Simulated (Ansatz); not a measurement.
Correlation energies of Cl$_{2}$FHO$_{2}$W, SMILES `[O]=[W]([OH])([F])([Cl])[Cl]` by basis set

| atom | x (Å) | y (Å) | z (Å) |
| --- | --- | --- | --- |
| O1 | 0.8439 | 1.0882 | -1.2355 |
| W2 | 0.3271 | -0.0765 | -0.1492 |
| O3 | -1.5461 | -0.1518 | -0.1823 |
| F4 | 0.2314 | -1.6267 | -1.1620 |
| Cl5 | 2.1966 | -0.9752 | 0.8158 |
| Cl6 | 0.0866 | 1.2257 | 1.7438 |
| H7 | -2.1395 | 0.5163 | 0.1694 |

Charge 0, multiplicity 1. Correlated methods include outer-core shells of W, which these sets cover unevenly. W: def2 effective core potential. Geometry: relaxed with PBE0-D4/def2-TZVP. It is one conformer, not always the lowest. Frozen core, restricted reference, Ansatz.

| basis | HF (Eh) | MP2 corr. |
| --- | --- | --- |
| def2-SVP | -1234.80124 | -1.22488 |
| def2-TZVPP | -1235.47943 | -1.62796 |
| def2-QZVPP | -1235.51778 | -1.78863 |

(1) Estimate the CCSD correlation energy and the (T) correction in each basis where they were run (hartree).

## Answers

(1) 
```
     basis  CCSD corr.       (T)
  def2-SVP    -1.18898  -0.04957
def2-TZVPP    -1.59016  -0.08429
```
